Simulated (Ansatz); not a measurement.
Start from `C[Se][GaH2]` and change one element to get `C[O][GaH2]`.

Ansatz, PBE0-D4/def2-TZVP geometries, multiplicity 1. 

Scalar relativity is left out up to krypton.

| property | `C[Se][GaH2]` |
| --- | --- |
| LUMO energy (PBE0/def2-TZVPP) / eV | -1.42 |
| HOMO energy (PBE/def2-TZVPP) / eV | -5.81 |
| HOMO–LUMO gap (B3LYP/def2-TZVPP) / eV | 4.98 |
| LUMO energy (PBE/def2-TZVPP) / eV | -2.16 |
| size of the dipole moment (ωB97M-V/def2-TZVPP) / D | 1.31 |
| HOMO–LUMO gap (PBE/def2-TZVPP) / eV | 3.65 |

**Question.** What does the change do to each property? (Estimate.)

**Answer.** Ansatz gave: 
| property | `C[O][GaH2]` | shift |
| --- | --- | --- |
| LUMO energy (PBE0/def2-TZVPP) / eV | -1.21 | 0.21 |
| HOMO energy (PBE/def2-TZVPP) / eV | -6.43 | -0.62 |
| HOMO–LUMO gap (B3LYP/def2-TZVPP) / eV | 6.14 | 1.16 |
| LUMO energy (PBE/def2-TZVPP) / eV | -1.99 | 0.17 |
| size of the dipole moment (ωB97M-V/def2-TZVPP) / D | 1.12 | -0.19 |
| HOMO–LUMO gap (PBE/def2-TZVPP) / eV | 4.44 | 0.79 |

With PBE0 the HOMO falls by 1.00 eV and the LUMO rises by 0.21 eV, so the gap widens by about 1.21 eV. PBE moves the HOMO by -0.62 eV and ωB97M-V by -1.30 eV. Dipoles are sizes alone; their direction can turn.

B3LYP here is the variant with VWN-RPA as its local correlation; programs differ in this.

Spin–orbit coupling is left out; it splits and shifts lone-pair levels of the heavy atoms by tenths of an eV.
